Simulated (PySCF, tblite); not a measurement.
Species: C₇H₈ClF.
Numbering: `[CH2:1]=[C:2]1/[C:3](=[CH:4]\[CH2:5][F:6])[CH2:7][C@@H:8]1[Cl:9]` (hydrogens: H10, H11 on C1; H12 on C4; H13, H14 on C5; H15, H16 on C7; H17 on C8)

Computed with GFN2-xTB (tblite), gas phase: Langevin dynamics at 200 K from the optimised GFN2-xTB geometry, time step 0.5 fs, friction 0.01 fs⁻¹, 2000 steps. Over the second half of the run the saved frames average 214 K.

Frame at 250 fs, instantaneous temperature 181 K:
```
atom  x, y, z in Å
C1     -0.446    1.608   -1.172
C2     -0.779    0.474   -0.611
C3     -0.297   -0.444    0.431
C4      0.774   -0.534    1.190
C5      1.852    0.523    1.180
F6      2.693    0.288    2.313
C7     -1.476   -1.335    0.251
C8     -2.034   -0.323   -0.753
Cl9    -2.277   -0.830   -2.475
H10    -1.078    2.023   -1.954
H11     0.470    2.168   -0.967
H12     0.982   -1.414    1.733
H13     2.514    0.399    0.333
H14     1.471    1.519    1.204
H15    -2.074   -1.480    1.163
H16    -1.249   -2.342   -0.154
H17    -2.992    0.256   -0.506
```

Frame at 425 fs, instantaneous temperature 202 K:
```
atom  x, y, z in Å
C1     -0.337    1.823   -0.832
C2     -0.660    0.567   -0.526
C3     -0.200   -0.424    0.476
C4      0.701   -0.449    1.450
C5      1.652    0.631    1.616
F6      2.089    0.696    2.916
C7     -1.299   -1.383    0.132
C8     -1.825   -0.270   -0.799
Cl9    -1.951   -0.747   -2.558
H10    -0.953    2.438   -1.533
H11     0.594    2.230   -0.459
H12     0.720   -1.161    2.270
H13     2.521    0.561    0.941
H14     1.134    1.582    1.465
H15    -1.962   -1.709    0.867
H16    -0.835   -2.246   -0.340
H17    -2.866    0.048   -0.560
```

Frame at 625 fs, instantaneous temperature 150 K:
```
atom  x, y, z in Å
C1     -0.663    1.966   -0.480
C2     -0.957    0.690   -0.236
C3     -0.210   -0.332    0.462
C4      0.760   -0.337    1.349
C5      1.468    0.900    1.865
F6      1.866    0.678    3.164
C7     -0.944   -1.454   -0.289
C8     -1.841   -0.356   -0.804
Cl9    -1.863   -0.264   -2.580
H10    -1.270    2.501   -1.193
H11     0.147    2.602   -0.050
H12     1.095   -1.194    1.882
H13     2.385    0.917    1.263
H14     0.944    1.861    1.894
H15    -1.447   -2.176    0.267
H16    -0.287   -1.795   -1.069
H17    -2.823   -0.353   -0.314
```

Frame at 800 fs, instantaneous temperature 209 K:
```
atom  x, y, z in Å
C1     -0.956    2.147   -0.191
C2     -1.017    0.828   -0.073
C3     -0.173   -0.192    0.598
C4      0.637   -0.193    1.633
C5      1.414    0.970    2.211
F6      1.815    0.416    3.427
C7     -1.042   -1.304    0.041
C8     -1.935   -0.221   -0.627
Cl9    -2.047   -0.330   -2.389
H10    -1.683    2.766   -0.751
H11    -0.245    2.767    0.421
H12     0.864   -1.150    2.099
H13     2.265    1.118    1.616
H14     0.959    1.926    2.459
H15    -1.413   -2.017    0.739
H16    -0.528   -1.887   -0.692
H17    -2.958   -0.194   -0.120
```

Frame at 1000 fs, instantaneous temperature 162 K:
```
atom  x, y, z in Å
C1     -1.011    2.151   -0.106
C2     -1.312    0.898    0.230
C3     -0.545   -0.131    0.914
C4      0.456   -0.153    1.790
C5      1.250    1.031    2.192
F6      1.978    0.816    3.396
C7     -1.366   -1.192    0.187
C8     -2.294   -0.068   -0.374
Cl9    -2.441    0.152   -2.132
H10    -1.724    2.677   -0.713
H11    -0.040    2.588    0.135
H12     0.901   -1.079    2.149
H13     1.981    1.263    1.440
H14     0.645    1.846    2.504
H15    -1.716   -2.027    0.712
H16    -0.800   -1.531   -0.641
H17    -3.358   -0.145   -0.031
```

**Question.** What do single points at PBE0/pcSseg-1 (PySCF, gas phase) give on these frames?

**Answer.** 
```json
{"t (fs)": "250", "GFN2-xTB E above start (eV)": "0.30", "DFT E above lowest frame (eV)": "0.00", "HOMO (eV)": "-7.14", "LUMO (eV)": "-1.76", "dipole (D)": "1.08"}
{"t (fs)": "425", "GFN2-xTB E above start (eV)": "0.41", "DFT E above lowest frame (eV)": "0.11", "HOMO (eV)": "-7.06", "LUMO (eV)": "-1.82", "dipole (D)": "0.89"}
{"t (fs)": "625", "GFN2-xTB E above start (eV)": "0.52", "DFT E above lowest frame (eV)": "0.28", "HOMO (eV)": "-6.96", "LUMO (eV)": "-1.57", "dipole (D)": "0.20"}
{"t (fs)": "800", "GFN2-xTB E above start (eV)": "0.56", "DFT E above lowest frame (eV)": "0.28", "HOMO (eV)": "-7.01", "LUMO (eV)": "-1.58", "dipole (D)": "0.87"}
{"t (fs)": "1000", "GFN2-xTB E above start (eV)": "0.50", "DFT E above lowest frame (eV)": "0.22", "HOMO (eV)": "-7.03", "LUMO (eV)": "-1.71", "dipole (D)": "0.73"}
```

Both levels order the frames alike by energy; measured from each level's lowest frame they differ by 0.06 eV at most. The HOMO–LUMO gap runs from 5.24 to 5.43 eV. These are instantaneous structures, not minima.

**Question.** And the isotropic GIAO shieldings (ppm) from the same runs?

**Answer.** 
| atom | 250 fs | 425 fs | 625 fs | 800 fs | 1000 fs | mean | range |
| --- | --- | --- | --- | --- | --- | --- | --- |
| C1 | 66.4 | 61.7 | 63.2 | 64.7 | 57.9 | 62.8 | 8.5 |
| C2 | 33.1 | 31.7 | 30.3 | 28.2 | 24.0 | 29.5 | 9.1 |
| C3 | 48.7 | 47.7 | 49.7 | 47.3 | 48.3 | 48.3 | 2.4 |
| C4 | 53.3 | 51.4 | 52.8 | 47.9 | 57.9 | 52.7 | 10.0 |
| C5 | 96.6 | 102.4 | 99.8 | 102.5 | 98.9 | 100.0 | 5.9 |
| F6 | 411.2 | 415.4 | 413.6 | 410.9 | 407.2 | 411.7 | 8.2 |
| C7 | 145.7 | 148.2 | 148.9 | 142.4 | 144.0 | 145.8 | 6.5 |
| C8 | 123.6 | 126.9 | 130.9 | 129.6 | 126.8 | 127.6 | 7.3 |
| Cl9 | 730.1 | 707.1 | 722.0 | 756.6 | 717.2 | 726.6 | 49.5 |
| H10 | 25.8 | 25.1 | 26.2 | 25.6 | 25.8 | 25.7 | 1.1 |
| H11 | 26.2 | 26.1 | 25.4 | 25.7 | 25.9 | 25.9 | 0.8 |
| H12 | 26.0 | 25.3 | 25.9 | 25.5 | 25.6 | 25.7 | 0.7 |
| H13 | 26.3 | 26.3 | 26.3 | 27.2 | 26.6 | 26.5 | 0.9 |
| H14 | 26.7 | 26.1 | 25.8 | 26.2 | 26.2 | 26.2 | 0.9 |
| H15 | 28.2 | 29.7 | 29.6 | 29.0 | 29.4 | 29.2 | 1.5 |
| H16 | 28.2 | 28.8 | 29.4 | 29.4 | 29.6 | 29.1 | 1.4 |

What follows is the cost of the whole dynamics run. The run took 59 s wall on one thread of an Intel Xeon at 2.50 GHz, on a shared host, and the process peaked at 0.18 GiB of memory.
